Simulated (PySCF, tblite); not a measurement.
Calculations on `O=CO[C@@H]1[SiH2]O[SiH2]C1=O`, in the order of a workflow; each names the level of the geometry that it ran on. Settings lines and outputs come from a driver script.

Species: C₃H₆O₄Si₂.
Numbering: `[O:1]=[CH:2][O:3][C@@H:4]1[SiH2:5][O:6][SiH2:7][C:8]1=[O:9]` (hydrogens: H10 on C2; H11 on C4; H12, H13 on Si5; H14, H15 on Si7)

Step 1: GFN2-xTB geometry optimisation, gas phase (tblite 0.8.0) (from a force-field or distance-geometry start)
```json
{"job": {"kind": "relax", "xc": "GFN2-xTB", "basis": "xTB"}, "charge": 0, "multiplicity": 1}
```
```
step      E/eV     max force
  0    -796.30473    2.628
  1    -796.45006    2.855
  2    -796.55730    0.957
...
 86    -797.03014    0.018
 87    -797.03018    0.022
 88    -797.03022    0.019
 89    -797.03026    0.015
 90    -797.03027    0.009
```

Energy lowered by 16.7 kcal/mol over 90 steps; largest atomic force 0.009 eV/Å at the end. «max force» is the largest atomic force in eV/Å.

The run took 0.64 s of wall time on Arm Neoverse V2, one thread, shared host.

Step 2: GFN2-xTB harmonic vibrations, gas phase (tblite 0.8.0) (on the GFN2-xTB geometry)
```json
{"job": {"kind": "ir", "xc": "GFN2-xTB", "basis": "xTB"}, "charge": 0, "multiplicity": 1}
```
```
(table of modes left out)
```

39 modes from 69 to 2912 cm⁻¹ (unscaled, harmonic); zero-point energy 55.1 kcal/mol; all wavenumbers are real at this level.

Hardware: Arm Neoverse V2, one thread (shared host). Cost: 0.55 s of wall time.

Step 3: TDDFT B3LYP/def2-SVPD, vertical, gas phase, core orbitals frozen in the response (PySCF 2.14.0, density-fitted response routines) (on the GFN2-xTB geometry)
```json
{"job": {"kind": "uv", "xc": "B3LYP", "basis": "def2-SVPD", "nstates": 8, "ntriplets": 3}, "charge": 0, "multiplicity": 1}
```
```
...
Static polarisability (au): isotropic 92.518, principal 74.680 93.635 109.237
Singlet excitations
state   eV       nm        f      main configurations
  1   3.4095    363.6   0.00135   H->L 0.96
  2   4.6703    265.5   0.00829   H->L+1 0.98
  3   5.4690    226.7   0.00467   H->L+2 0.98
  4   5.6637    218.9   0.01183   H-1->L 0.99
  5   5.8188    213.1   0.00573   H->L+3 0.94
  6   6.1695    201.0   0.02163   H-2->L 0.47, H-1->L+1 0.16, H-2->L+1 0.15
  7   6.2611    198.0   0.02606   H-2->L 0.43, H-1->L+1 0.29, H-2->L+1 0.14
  8   6.3020    196.7   0.00475   H-1->L+1 0.47, H-3->L+1 0.35
Triplet excitations (Tamm-Dancoff, eV): 2.7969 4.6062 5.2424
```

HOMO -6.76 eV, LUMO -1.74 eV; lowest singlet 3.41 eV; lowest triplet 2.80 eV (Tamm–Dancoff); mean polarisability 92.5 au.

On Arm Neoverse V2, one thread, on a shared host, this took 64 s of wall time and 0.99 GiB of memory at its peak.

Geometry of the electronic-property runs (GFN2-xTB):
```
atom  x, y, z in Å
O1     2.1772   -0.0122   -1.3685
C2     2.4311    0.6591   -0.3918
O3     1.7022    0.7611    0.6671
C4     0.4767    0.0230    0.6320
Si5    0.0485   -0.7573   -1.0885
O6    -1.5288   -1.0916   -0.6346
Si7   -2.2710   -0.2691    0.5547
C8    -0.7404    0.8185    1.0216
O9    -0.7114    1.9721    1.3765
H10    3.3477    1.2595   -0.3149
H11    0.5675   -0.7948    1.3547
H12    0.6055   -2.0853   -1.2546
H13   -0.1459    0.1794   -2.1825
H14   -2.6305   -1.2054    1.6105
H15   -3.3330    0.5508   -0.0035
```

 (This holds for the electronic-property runs.)

One conformer stands for the species.
